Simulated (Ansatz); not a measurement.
Computed with Ansatz on PBE0-D4/def2-TZVP structures; ΔE is electronic, products minus reactants. CCSD(T)/CBS adds triple-zeta CCSD(T) − MP2 to the extrapolated MP2 energy (def2 sets, frozen cores). Functionals use def2-TZVPP. B3LYP here is the variant with VWN-RPA as its local correlation; programs differ in this. def2 core potentials past Kr. For Sn outer-core shells are correlated without core-valence functions, which leaves a few kJ/mol of doubt a bond. One conformer a species, not always the lowest.

Consider the redistribution: `[SiH3][SnH2][SH]` + `C[Si](N)(N)S` → `C[Si](N)(N)[SiH3]` + `[SH][SnH2][SH]`.

`[SiH3][SnH2][SH]`:

Cartesian coordinates in Å:
```
Si -0.624 0.803 -1.394
Sn 0.713 -0.404 0.424
S -0.839 -0.746 2.242
H -1.777 -0.038 -1.804
H 0.249 1.048 -2.572
H -1.117 2.102 -0.869
H 2.031 0.513 1.014
H 1.300 -1.932 -0.073
H 0.065 -1.347 3.033
```

`C[Si](N)(N)S`:

```xyz
13

C     0.479   -1.200   -0.889
Si   -0.004    0.249    0.182
N    -1.625    0.624   -0.226
N    -0.001    0.063    1.878
S     1.492    1.785   -0.074
H     0.451   -0.944   -1.952
H    -0.206   -2.036   -0.724
H     1.491   -1.533   -0.651
H    -2.066    1.426    0.195
H    -1.938    0.500   -1.176
H     0.850    0.081    2.413
H    -0.747   -0.425    2.344
H     1.825    1.412   -1.319
```

`C[Si](N)(N)[SiH3]`:

Cartesian coordinates in Å:
```
C 0.789 -0.092 1.664
Si -0.060 0.323 0.048
N -1.598 0.958 0.491
N 0.681 1.522 -0.932
Si -0.124 -1.606 -1.306
H 0.245 -0.863 2.217
H 0.864 0.796 2.298
H 1.800 -0.466 1.484
H -2.254 1.230 -0.224
H -2.072 0.609 1.307
H 1.405 1.288 -1.591
H 0.762 2.473 -0.607
H -0.572 -2.791 -0.518
H 1.209 -1.943 -1.890
H -1.075 -1.440 -2.443
```

`[SH][SnH2][SH]`:

```xyz
7

S     2.055   -0.009   -0.626
Sn   -0.221   -0.626   -0.171
S    -1.001    0.270    1.916
H     1.713    1.185   -1.137
H    -1.199   -0.028   -1.432
H    -0.240   -2.314    0.015
H    -1.108    1.520    1.435
```

| level | ΔE (kJ/mol) | difference from CCSD(T)/CBS |
| --- | --- | --- |
| r2SCAN-D4 | 46.4 | -1.6 |
| PBE0-D4 | 46.0 | -2.0 |
| B3LYP-D4 | 44.5 | -3.5 |
| ωB97X-V | 46.9 | -1.1 |
| ωB97M-V | 51.4 | 3.4 |
| B2PLYP | 46.6 | -1.4 |
| r2SCAN | 46.5 | -1.5 |
| PBE0 | 45.6 | -2.4 |
| B3LYP | 43.4 | -4.6 |
| SCS-MP2/def2-TZVPP | 49.5 | 1.5 |
| CCSD/def2-TZVPP | 48.8 | 0.8 |
| CCSD(T)/def2-TZVPP | 47.7 | -0.3 |
| HF/def2-QZVPP | 46.9 | -1.1 |
| MP2/def2-QZVPP | 52.7 | 4.7 |
| HF/CBS(def2) | 46.8 | -1.2 |
| MP2/CBS(def2) | 53.1 | 5.1 |
| CCSD(T)/CBS | 48.0 | 0 |

Largest T1 diagnostic among the species: 0.013.

From PBE to PBE0 (25 % exact exchange), in def2-TZVPP and without D4, ΔE moves by +4.8 kJ/mol.
